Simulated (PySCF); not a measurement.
**Simulated characterisation data**

[PySCF 2.14.0 with density-fitted response routines: coordinates at the GFN2-xTB level; PBE0/pcSseg-1 with gauge-including orbitals; no solvent; non-relativistic Hamiltonian; one averaged value for each set of equivalent atoms; a single conformation]

Shifts are taken against calculated references (same method and geometry level): TMS for ¹H (31.72 ppm), ¹³C (186.93 ppm). Where no couplings were computed, multiplicities follow the n + 1 count of equivalent neighbours, and m marks all less simple cases (inequivalent or close neighbours, rings, F or P nearby). Shifts are as computed. Against solution values, carbons near 30 ppm lie about +3 ppm off and those near 130 ppm about +5 ppm. Of 1211 compounds with measured shifts, 218 miss one by over three times the rms of a fit or turn the order of signals round; such compounds aren't used in these exercises.

Compound 1 (C$_{6}$H$_{9}$NO). ¹H NMR (600 MHz, computed): δ 7.00 (m, 1H), 5.53 (d, 1H), 4.75 (d, 2H), 3.55 (q, 2H), 1.32 (t, 3H). ¹³C{¹H} NMR (computed): δ 167.8, 120.0, 107.7, 74.8, 70.3, 18.0. Structure: `C(OCC)/C=C\C#N`.

Compound 2 (C$_{6}$H$_{14}$O). ¹H NMR (600 MHz, computed): δ 3.52 (sept, 2H), 1.12 (d, 12H). ¹³C{¹H} NMR (computed): δ 71.9, 24.5. Structure: diisopropyl ether.
